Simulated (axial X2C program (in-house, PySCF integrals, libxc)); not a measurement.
# Ionising the radicals of a process plasma

Computed with an in-house all-electron X2C program for linear molecules (integrals from PySCF), spin-free (one-electron X2C) or two-component (2c: spin–orbit coupling with atomic mean-field Coulomb and Gaunt terms, which also bring small scalar terms), in Dyall basis sets with cores contracted in-house; open shells are unrestricted.

Level PBE0, 2c. Basis sets: B dyall-v3z, C dyall-v3z, Cl dyall-av3z, Co dyall-cv3z, F dyall-av3z, Ge dyall-cv3z, H dyall-v3z, O dyall-av3z, S dyall-av3z, Sn dyall-cv3z, Zn dyall-cv3z, Zr dyall-cv3z.

| species | state | ion state | adiabatic IE with zero-point terms (eV) | D0 (eV) | D0 of the ion (eV) |
| --- | --- | --- | --- | --- | --- |
| ZrF | Ω = 3/2 (⟨Sz⟩ = 1.50, ⟨Lz⟩ = 0.00 at PBE0) | Ω = 1 (⟨Sz⟩ = -1.00, ⟨Lz⟩ = 2.00 at PBE0) | 6.77 | n/a | n/a |
| SnCl | Ω = 1/2 (⟨Sz⟩ = -0.50, ⟨Lz⟩ = 1.00 at PBE0) | Ω = 0 (closed shell) | 7.16 | n/a | n/a |
| ZnB | Ω = 1/2 (⟨Sz⟩ = -0.50, ⟨Lz⟩ = 1.00 at PBE0) | Ω = 0 (closed shell) | 7.16 | n/a | 1.94 |
| Ge₂ | Ω = 1 (⟨Sz⟩ = 1.00, ⟨Lz⟩ = 0.00 at PBE0) | Ω = 3/2 (⟨Sz⟩ = 1.50, ⟨Lz⟩ = 0.00 at PBE0) | 7.52 | n/a | n/a |
| CoH | Ω = 4 (⟨Sz⟩ = 1.00, ⟨Lz⟩ = 3.00 at PBE0) | Ω = 9/2 (⟨Sz⟩ = 1.50, ⟨Lz⟩ = 3.00 at PBE0) | 7.97 | n/a | n/a |
| CF | Ω = 1/2 (⟨Sz⟩ = -0.50, ⟨Lz⟩ = 1.00 at PBE0) | Ω = 0 (closed shell) | 9.31 | 5.67 | 7.86 |
| BF | Ω = 0 (closed shell) | Ω = 1/2 (⟨Sz⟩ = 0.50, ⟨Lz⟩ = 0.00 at PBE0) | 10.84 | 7.67 | 5.48 |
| GeO | Ω = 0 (closed shell) | Ω = 3/2 (⟨Sz⟩ = 0.50, ⟨Lz⟩ = 1.00 at PBE0) | 10.86 | n/a | n/a |
| BS | Ω = 1/2 (⟨Sz⟩ = 0.50, ⟨Lz⟩ = 0.00 at PBE0) | Ω = 2 (⟨Sz⟩ = 1.00, ⟨Lz⟩ = 1.00 at PBE0) | 11.17 | 5.85 | n/a |

**Question.** Which of these can a metastable argon atom (³P2, 11.55 eV, NIST) ionise on energy grounds?

**Answer.** At PBE0, 2c, IE lies below 11.55 eV for ZrF, SnCl, ZnB, Ge₂, CoH, CF, BF, GeO, BS.

**Question.** Which of these can a metastable xenon atom (³P2, 8.32 eV, NIST) ionise on energy grounds?

**Answer.** At PBE0, 2c, IE lies below 8.32 eV for ZrF, SnCl, ZnB, Ge₂, CoH.

**Question.** Give the threshold for dissociative ionisation to the lowest fragments, IE + D0(ion).

**Answer.** At PBE0, 2c: ZnB → Zn + B+: 9.10 eV; CF → F + C+: 17.17 eV; BF → F + B+: 16.32 eV.

Each entry is the lowest single determinant of a limited PBE0 search at one distance. De goes to single-determinant-based atoms at the same level (for ions the charge split of lowest energy) and is withheld (n/a) where an atom does not fit its ground term or J level. Main or longest-lived isotopes. One determinant is a doubtful description, or other states lie close, for ZrF, ZrF⁺, Ge₂, Ge₂⁺, CoH, CoH⁺, GeO⁺, BS⁺; these need not be ground states, and all values refer to the states named. Some open-shell Ω = 0 determinants are out of reach, so the Ω given for Ge₂, BS⁺ need not be the lowest component. With several unpaired electrons the Ω given is that of one determinant, not necessarily of the lowest component. Some light 2c atoms are not at their ground J level, so De misses part of their lowering (0.04 eV or less). The functionals have no current term, which raises determinants with orbital currents. Where the atoms have a lower orbital projection than the molecule, De at mean-field level may be about a tenth of an eV too small. These values were not checked against measured ones; errors of some tenths of an eV are usual, and D0 of doubtful transition-metal species is not given.
